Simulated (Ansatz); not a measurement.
Total energies of C2H7BO2 (`BC(O)CO`).

```xyz
12

B    -0.425   -0.644   -1.408
C     0.411    0.085   -0.322
O    -0.954    0.702   -0.562
C     0.499   -0.364    1.096
O     0.635    0.691    2.025
H    -1.089   -1.589   -1.102
H    -0.250   -0.363   -2.559
H     1.182    0.806   -0.590
H    -0.851    1.473   -1.130
H    -0.363   -1.000    1.332
H     1.397   -0.981    1.191
H    -0.190    1.184    2.029
```

Total charge 0; spin multiplicity 1. Geometry: relaxed with PBE0-D4/def2-TZVP. It is one conformer, not always the lowest. Basis def2-TZVPP, Ansatz.

RPA on PBE orbitals: Hartree–Fock energy of these orbitals -254.22612 Eh, correlation -1.51259 Eh (frozen core).

| functional | kind | energy without D4 (Eh) | D4 term (kJ/mol) |
| --- | --- | --- | --- |
| PBE | GGA | -255.47519 | -18.9 |
| revPBE | GGA | -255.70605 | -67.2 |
| BLYP | GGA | -255.70176 | -42.8 |
| PBE0 | global hybrid, 25 % exact exchange | -255.49395 | -15.7 |
| r2SCAN0 | meta-GGA hybrid, 25 % | -255.61516 | -5.4 |
| BHLYP | global hybrid, 50 % | -255.64713 | -20.5 |
| CAM-B3LYP | range-separated hybrid | -255.67817 | -15.6 |
| LC-ωPBE | long-range corrected hybrid | -255.63515 | – |
| B2PLYP | double hybrid | -255.58757 | – |
| PBE-QIDH | double hybrid | -255.45874 | – |

Give the same for LDA (SPW92), r2SCAN, B97M-V, B3LYP, r2SCANh, HSE06 (plane-wave form), ωB97X-V, ωB97M-V. (Estimate.)

Ansatz gave: 
```json
{"functional": "LDA (SPW92)", "kind": "LDA", "energy without D4 (Eh)": "-253.67473", "D4 term (kJ/mol)": "–"}
{"functional": "r2SCAN", "kind": "meta-GGA", "energy without D4 (Eh)": "-255.64611", "D4 term (kJ/mol)": "-4.8"}
{"functional": "B97M-V", "kind": "meta-GGA with VV10", "energy without D4 (Eh)": "-255.75159", "D4 term (kJ/mol)": "–"}
{"functional": "B3LYP", "kind": "global hybrid, 20 %", "energy without D4 (Eh)": "-255.79868", "D4 term (kJ/mol)": "-30.1"}
{"functional": "r2SCANh", "kind": "meta-GGA hybrid, 10 %", "energy without D4 (Eh)": "-255.63328", "D4 term (kJ/mol)": "-5.0"}
{"functional": "HSE06 (plane-wave form)", "kind": "screened hybrid", "energy without D4 (Eh)": "-255.48041", "D4 term (kJ/mol)": "-14.5"}
{"functional": "ωB97X-V", "kind": "range-separated hybrid GGA with VV10", "energy without D4 (Eh)": "-255.71093", "D4 term (kJ/mol)": "–"}
{"functional": "ωB97M-V", "kind": "range-separated hybrid meta-GGA with VV10", "energy without D4 (Eh)": "-255.68455", "D4 term (kJ/mol)": "–"}
```

B3LYP takes the VWN-RPA correlation (the form of Gaussian; ORCA's B3LYP/G). HSE06 is the plane-wave form, built on full-range PBE exchange. The double hybrids freeze the cores in their second-order part.

LC-ωPBE has ω = 0.4 bohr⁻¹.
